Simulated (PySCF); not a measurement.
**Adding and removing an electron: RbCa**

PBE; basis Rb def2-SVP with ECP28, Ca def2-SVP; scalar-relativistic core potentials; PySCF 2.14. Neutral (UKS): doublet (σ ↑), Re = 4.400 Å, ωe = 62.4 cm⁻¹, De = 0.24 eV, HOMO -2.44 eV, LUMO -1.99 eV.

RbCa⁺ (UKS): singlet (closed shell), Re = 4.293 Å, ωe = 71.9 cm⁻¹, De = 0.50 eV to Rb⁺ + Ca. The energies at the minima are -701.33294 hartree for RbCa and -701.18510 for RbCa⁺.

Work out the adiabatic ionisation energy, without and with harmonic zero-point energies (1 hartree = 27.2114 eV, 1 eV = 8065.5 cm⁻¹), and the change of the bond length.

At PBE: 0.14784 hartree = 4.023 eV between the minima; the zero-point term (71.9 − 62.4)/2 cm⁻¹ = +0.001 eV makes it 4.024 eV. Re changes by -10.7 pm against the neutral. The electron leaves a σ orbital, and the shorter bond of the ion fits an antibonding orbital, or a change in how ionic the bond is.

Closed-shell solutions of metal pairs were not tested for spin polarisation, which can lower them a little. Weak bonds: RbCa. Basis-set superposition, not corrected here, can be much of De in a small basis, most of all at correlated wavefunction levels. For an ion De counts to the pair picked by the measured ionisation energies or electron affinities, which need not be the lowest pair at this level. States were picked by a PBE0 search and need not be the measured ground states.
